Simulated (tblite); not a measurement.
Species: C₂H₉FSSi₂.
Z-matrix (Å and degrees, GFN2-xTB geometry), rows numbered from 1:
```
C 
Si  1  1.8905
C   2  1.9218  1  109.46
F   3  1.3838  2  109.73  1  -171.87
S   2  2.1465  1  107.26  3   118.85
Si  5  2.1619  2  104.59  1  -165.68
H   1  1.0864  2  111.53  3   -58.84
H   1  1.0846  2  110.18  3  -178.05
H   1  1.0853  2  111.47  3    62.09
H   2  1.4630  1  113.84  3  -119.87
H   3  1.0929  2  113.00  1    69.78
H   3  1.0917  2  112.63  1   -53.71
H   6  1.4536  5  101.53  2  -168.57
H   6  1.4543  5  107.73  2   -49.10
H   6  1.4551  5  108.20  2    73.11
```

All values are computed: GFN2-xTB (tblite) harmonic vibrations without scaling, gas phase. The method is semi-empirical: single wavenumbers can be off by several per cent or more. Modes of hydrogen on silicon can be 10 to 20 % off. One conformer, not necessarily the lowest.

Harmonic wavenumbers (cm⁻¹): 37.8, 59.9, 95.2, 100.0, 134.6, 145.4, 154.7, 188.5, 291.1, 466.9, 488.6, 531.7, 568.0, 608.3, 623.8, 685.2, 745.6, 751.9, 767.0, 775.4, 779.0, 828.2, 839.1, 1020.8, 1201.0, 1274.6, 1368.8, 1442.9, 1467.0, 1475.3, 2257.8, 2332.4, 2339.9, 2354.2, 2954.5, 2967.2, 3037.6, 3047.2, 3061.1.

A = 2137, B = 1399, C = 903.4 MHz; mass 139.995 u (most abundant isotopes); point group C1, symmetry number 1.

Task: Zero-point energy?

Result: ½Σν̃ = 22134 cm⁻¹ = 264.78 kJ/mol.

Task: Entropy at 298.15 K, 1 bar (ideal gas, RRHO, classical rotation)?

Result: Translation 170.49, rotation 122.03, vibration 143.29: S = 435.8 J/(mol K).

Task: And Cp and H(298.15 K) − H(0)?

Result: Cp = 161.81 J/(mol K), of which vibrations give 128.56 (their classical limit is 39 R = 324.3); H(298.15 K) − H(0) = 31.13 kJ/mol without the zero-point energy, 21.22 from vibrations.

Task: What must be added to the electronic energy to get the Gibbs energy at 298.15 K and 1 bar?

Result: ZPE + [H(298.15 K) − H(0)] − T·S = 264.78 + 31.13 − 129.93 = 165.98 kJ/mol.

Task: Blend soft modes into free rotors: weight 1/[1 + (100 cm⁻¹/ν̃)⁴] for the oscillator and the rest for a rotor with moment μB/(μ + B), μ = h/(8π²ν), B = 10⁻⁴⁴ kg m². What vibrational entropy results?

Result: 129.54 J/(mol K) in place of 143.29, which changes −T·S at 298.15 K by +4.10 kJ/mol.

Task: How do the functions run with temperature in this model?

Result: 
| T (K) | S (J/(mol K)) | Cp (J/(mol K)) | H − H(0) (kJ/mol) | G − H(0) (kJ/mol) | ln q(vib) |
| --- | --- | --- | --- | --- | --- |
| 150 | 345.2 | 107.3 | 11.13 | -40.65 | 4.16 |
| 250 | 408.8 | 145.0 | 23.74 | -78.46 | 7.27 |
| 400 | 487.7 | 191.8 | 49.20 | -145.89 | 11.51 |
| 600 | 573.9 | 233.4 | 92.01 | -252.36 | 16.61 |
| 900 | 676.8 | 273.5 | 168.52 | -440.60 | 23.28 |

q(vib) and H(0) count from the zero-point level.

Task: Which modes carry the vibrational entropy at 298.15 K?

Result: 37.8 cm⁻¹: 22.47; 59.9 cm⁻¹: 18.66; 95.2 cm⁻¹: 14.85; 100.0 cm⁻¹: 14.45; 134.6 cm⁻¹: 12.05; 145.4 cm⁻¹: 11.43 J/(mol K); the other 33 give 49.37 together.

Hindered rotation and anharmonicity are outside this model. Other conformers, if any are populated, would add a mixing term that is left out. The structure is chiral; the term R ln 2 for an equal mix with its mirror image is left out.
